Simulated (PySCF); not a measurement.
Compound: C8H7F3O.
Atom-mapped SMILES: `[O:1]=[C:2]([C@@H:3]1[C@H:4]2[CH:5]=[CH:6][CH2:7][C@@H:8]12)[C:9]([F:10])([F:11])[F:12]` (hydrogens: H13 on C3; H14 on C4; H15 on C5; H16 on C6; H17, H18 on C7; H19 on C8)

All values: PBE0/pcSseg-1 (PySCF, non-relativistic), on one gas-phase PBE0-D3(BJ)/def2-SVP geometry that isn't relaxed in the solvent. The solvent is an IEF-PCM continuum (van der Waals radii × 1.2). The model holds no explicit solvent molecules, cavitation or dispersion.

Gas phase at PBE0/pcSseg-1: HOMO -7.28 eV, LUMO -1.58 eV, dipole 3.56 D.

Problem. What does the continuum do to the energy, the frontier levels and the dipole at PBE0/pcSseg-1 in chloroform and acetonitrile?

Solution. 
```
     solvent      ε  E(solvent) − E(gas) (kJ/mol)  polarisation term (kJ/mol)  distortion of the solute (kJ/mol)  HOMO (eV)  LUMO (eV)  dipole (D)
  chloroform  4.711                        -14.98                      -16.34                               1.36      -7.08      -1.56        4.18
acetonitrile  35.69                        -20.52                      -23.10                               2.58      -7.03      -1.57        4.40
```

The polarisation term is half the interaction of the solute with the surface charges that it induces; the rest is the cost of distorting the solute's density. The sum is the electrostatic part of solvation alone. From chloroform to acetonitrile the lowering changes by a factor 1.37, Onsager's factor (ε − 1)/(2ε + 1) by 1.35 and ε itself by 7.6.

Problem. Which radius a makes the point-dipole formula ΔE = −[(ε − 1)/(2ε + 1)]·μ²/a³ give the value in acetonitrile, with the gas-phase dipole?

Solution. μ = 1.402 au and |ΔE| = 0.00782 Eh give a = 2.61 Å; the farthest nucleus lies 4.13 Å from the centroid of the nuclei, so such a sphere wouldn't even hold the nuclei. The formula assumes a rigid point dipole at the centre of a sphere.

Problem. Which Hirshfeld charges (PBE0/pcSseg-1) respond most in acetonitrile (means over atoms taken as equivalent)?

Solution. 
```json
{"atoms": "O1", "environment": "ketone oxygen", "gas (e)": "-0.214", "solvent (e)": "-0.244", "change": "-0.030"}
{"atoms": "H17", "environment": "methylene hydrogen", "gas (e)": "+0.049", "solvent (e)": "+0.055", "change": "+0.006"}
{"atoms": "H18", "environment": "methylene hydrogen", "gas (e)": "+0.052", "solvent (e)": "+0.058", "change": "+0.006"}
{"atoms": "H13", "environment": "methine hydrogen", "gas (e)": "+0.041", "solvent (e)": "+0.047", "change": "+0.006"}
{"atoms": "H16", "environment": "vinylic hydrogen", "gas (e)": "+0.053", "solvent (e)": "+0.059", "change": "+0.006"}
{"atoms": "C5", "environment": "alkene CH carbon", "gas (e)": "-0.045", "solvent (e)": "-0.050", "change": "-0.005"}
{"atoms": "C2", "environment": "ketone carbonyl carbon", "gas (e)": "+0.132", "solvent (e)": "+0.137", "change": "+0.005"}
{"atoms": "H15", "environment": "vinylic hydrogen", "gas (e)": "+0.056", "solvent (e)": "+0.060", "change": "+0.004"}
{"atoms": "C7", "environment": "allylic carbon", "gas (e)": "-0.061", "solvent (e)": "-0.059", "change": "+0.002"}
{"atoms": "F10/F11/F12", "environment": "fluorine of a CF3 group", "gas (e)": "-0.086", "solvent (e)": "-0.088", "change": "-0.002"}
{"atoms": "C9", "environment": "CF3 carbon", "gas (e)": "+0.250", "solvent (e)": "+0.252", "change": "+0.002"}
{"atoms": "H14", "environment": "methine hydrogen", "gas (e)": "+0.054", "solvent (e)": "+0.056", "change": "+0.002"}
```

Problem. How do the nuclear quadrupole coupling constants eQVzz/h respond in acetonitrile?

Solution. 
| nucleus | Q (barn) | gas (MHz) | solvent (MHz) | η gas | η solvent |
| --- | --- | --- | --- | --- | --- |
| 17O at O1 | -0.0256 | 11.70 | 11.35 | 0.47 | 0.40 |
